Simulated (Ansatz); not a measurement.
Start from `O[SiH](Cl)[Si](O)(O)O` and change one atom or group to get `O[SiH](O)O`.

Ansatz, PBE0-D4/def2-TZVP geometries, multiplicity 1. Each molecule was computed in one conformer, which needn't be the lowest.

```json
{"property": "HOMO–LUMO gap (B3LYP/def2-TZVPP) / eV", "`O[SiH](Cl)[Si](O)(O)O`": "7.19"}
{"property": "HOMO–LUMO gap (PBE/def2-TZVPP) / eV", "`O[SiH](Cl)[Si](O)(O)O`": "5.45"}
{"property": "size of the dipole moment (PBE/def2-TZVPP) / D", "`O[SiH](Cl)[Si](O)(O)O`": "1.36"}
{"property": "size of the dipole moment (ωB97M-V/def2-TZVPP) / D", "`O[SiH](Cl)[Si](O)(O)O`": "1.38"}
{"property": "HOMO–LUMO gap (PBE0/def2-TZVPP) / eV", "`O[SiH](Cl)[Si](O)(O)O`": "7.60"}
{"property": "HOMO energy (B3LYP/def2-TZVPP) / eV", "`O[SiH](Cl)[Si](O)(O)O`": "-7.72"}
```

Give the same properties after the change, and the shifts. (Estimate.)

The calculation gave: 
```csv
property,`O[SiH](O)O`,shift
HOMO–LUMO gap (B3LYP/def2-TZVPP) / eV,9.19,2.00
HOMO–LUMO gap (PBE/def2-TZVPP) / eV,7.31,1.86
size of the dipole moment (PBE/def2-TZVPP) / D,1.57,0.21
size of the dipole moment (ωB97M-V/def2-TZVPP) / D,1.61,0.23
HOMO–LUMO gap (PBE0/def2-TZVPP) / eV,9.82,2.22
HOMO energy (B3LYP/def2-TZVPP) / eV,-8.83,-1.11
```

With PBE0 the HOMO falls by 1.15 eV and the LUMO rises by 1.07 eV, so the gap widens by about 2.22 eV. PBE moves the HOMO by -0.82 eV and ωB97M-V by -1.44 eV. Dipoles are sizes alone; their direction can turn.

B3LYP here is the variant with VWN-RPA as its local correlation; programs differ in this.
